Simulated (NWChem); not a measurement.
System meant: GaHI2; SMILES [I][GaH][I]

NWChem input:

```
start job
memory heap 200 mb stack 900 mb global 1100 mb
geometry units angstroms noautoz
  Ga     0.000000     0.000000    -0.958400
  H      0.000000     0.000000    -2.514838
  I     -2.122096     0.000000     0.326013
  I      2.122096     0.000000     0.326013
end
basis spherical
  * library def2-svp
end
ecp
  I library def2-ecp
end
dft
  xc xpbe96 cpbe96
  iterations 4
  mulliken
end
task dft energy
```

End of the output:

```
    Atom       Charge   Shell Charges
 -----------   ------   -------------------------------------------------------
    1 Ga  31    31.16   2.00  2.00  1.95  0.80  0.34  5.99  5.84  1.02  0.85  7.74  2.04  0.58
    2 H    1     1.05   0.59  0.44  0.02
    3 I   25    24.89   1.25  0.73  1.05  0.76  2.77  3.18  2.48  2.64  9.47  0.56
    4 I   25    24.89   1.25  0.73  1.05  0.76  2.77  3.18  2.48  2.64  9.47  0.56

 center of mass
 --------------
 x =   0.00000000 y =   0.00000000 z =   0.05065869

 moments of inertia (a.u.)
 ------------------
         342.968286160483           0.000000000000           0.000000000000
           0.000000000000        4424.476846850886           0.000000000000
           0.000000000000           0.000000000000        4081.508560690404

     Multipole analysis of the density
     ---------------------------------

     L   x y z        total         alpha         beta         nuclear
     -   - - -        -----         -----         ----         -------
     0   0 0 0     -0.000000    -41.000000    -41.000000     82.000000

     1   1 0 0      0.000000      0.000000      0.000000      0.000000
     1   0 1 0     -0.000000     -0.000000     -0.000000      0.000000
     1   0 0 1     -0.288953     16.211435     16.211435    -32.711823

     2   2 0 0    -52.755885   -428.416526   -428.416526    804.077166
     2   1 1 0     -0.000000     -0.000000     -0.000000      0.000000
     2   1 0 1      0.000000      0.000000      0.000000      0.000000
     2   0 2 0    -51.533688    -25.766844    -25.766844      0.000000
     2   0 1 1     -0.000000     -0.000000     -0.000000      0.000000
     2   0 0 2    -52.160917    -98.706510    -98.706510    145.252103

 ------------------------------------------------------------------------
 dft energy failed                                                                                  0
 ------------------------------------------------------------------------
 ------------------------------------------------------------------------
  current input line :
    20: task dft energy
 ------------------------------------------------------------------------
 ------------------------------------------------------------------------
 This type of error is most commonly associated with calculations not reaching convergence criteria
 ------------------------------------------------------------------------
 For more information see the NWChem manual at https://nwchemgit.github.io

0:dft energy failed:Received an Error in Communication
```

Can this run be used? If not, why, and what is the fix?

Convergence was not reached. Cause: the SCF was allowed too few iterations. This input runs:
```
start job
memory heap 200 mb stack 900 mb global 1100 mb
geometry units angstroms noautoz
  Ga     0.000000     0.000000    -0.958400
  H      0.000000     0.000000    -2.514838
  I     -2.122096     0.000000     0.326013
  I      2.122096     0.000000     0.326013
end
basis spherical
  * library def2-svp
end
ecp
  I library def2-ecp
end
dft
  xc xpbe96 cpbe96
  iterations 150
  mulliken
end
task dft energy
```
It converges to -2520.38846 Ha (PBE/def2-SVP with def2 effective core potentials on I).
